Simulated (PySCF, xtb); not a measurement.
fluoro(silyloxy)silane (FH₅OSi₂), SMILES F[SiH2]O[SiH3].

GFN2-xTB run with xtb 6.7.1 at its own geometry gives an orbital gap of 5.92 eV and a dipole moment of 1.51 D.

The structure is a stationary point at B3LYP-D3(BJ)/def2-SVP. The values are those of a single conformer.

### Question
What does HF/def2-TZVP (PySCF) give? (The exact figures need the calculation; the answer reports its results.)

### Answer
gap 15.56 eV (levels -12.57 and 2.99 eV), dipole 1.41 D.
